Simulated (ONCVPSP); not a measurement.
## Scattering properties, ONCV potential for titanium

* Element: titanium
* Generator: ONCVPSP 4.0.1
* Type: optimised norm-conserving Vanderbilt (ONCV)
* Functional: PBEsol
* Relativity: scalar-relativistic
* Frozen core: [Ne]
* Valence charge: 12
* Reference configuration: 3s2 3p6 3d2 4s1.75 (charge +0.25)
* Partial waves: 3s+4s: rc 1.30 bohr, ncon 3, nbas 7, qcut 7.5 1/bohr, 2 projectors; 3p: rc 1.45 bohr, ncon 3, nbas 8, qcut 11.1 1/bohr, 2 projectors, debl 1.1 Ha; 3d: rc 1.20 bohr, ncon 4, nbas 8, qcut 7.7 1/bohr, 3 projectors, debl 0.4 Ha; f scattering state at 0.28 Ha: rc 1.20 bohr, ncon 3, nbas 6, qcut 9.1 1/bohr, local
* Local potential: the f channel
* Core correction: none

In the p channel the program set the typed energies aside and used -1.487, 0.250 Ha.

The phase is arctan(r·R′/R) of the radial function R(r), unwrapped; energies in Ha, scanned from -4 to 5 Ha. A pole is an energy at which the radial function vanishes at the test radius. The pseudo phase is shifted by a multiple of π to meet the all-electron one at the reference energy, and phase errors are pseudo minus all-electron; the curves can meet again beyond the range given. Levels narrower than the energy grid can be missing from the lists of poles.

```tsv
channel	radius (bohr)	reference energy (Ha)	poles, all-electron	poles, pseudo	unbroken range about the reference energy with phases within 0.05 rad	phase error 1 Ha above the reference energy (rad)
s	1.32	-0.22	-0.79	-0.79	below 4.6	-0.000
p	1.47	-1.49	-0.45	-0.45	the whole range	-0.000
d	1.22	-0.22	2.02	2.02	the whole range	+0.000
f	1.22	0.28	none	none	the whole range	+0.000
```

Note: ghosts flagged at negative energy: d at -121.7 eV; GHOST(+) flags only above 600 eV. A true bound ghost makes a file unfit for plane-wave use.

Phases in the p channel:

```
E (Ha)  all-electron  pseudo
 -3.98         1.095   1.095
 -3.50         0.985   0.985
 -3.02         0.774   0.774
 -2.54         0.289   0.289
 -2.06        -0.585  -0.585
 -1.58        -1.152  -1.152
 -1.10        -1.401  -1.401
 -0.62        -1.535  -1.535
 -0.14        -1.627  -1.627
  0.34        -1.703  -1.703
  0.82        -1.778  -1.778
  1.30        -1.863  -1.863
  1.78        -1.975  -1.975
  2.26        -2.147  -2.147
  2.74        -2.453  -2.454
  3.22        -3.006  -3.008
  3.70        -3.648  -3.651
  4.18        -4.049  -4.052
  4.66        -4.262  -4.264
```
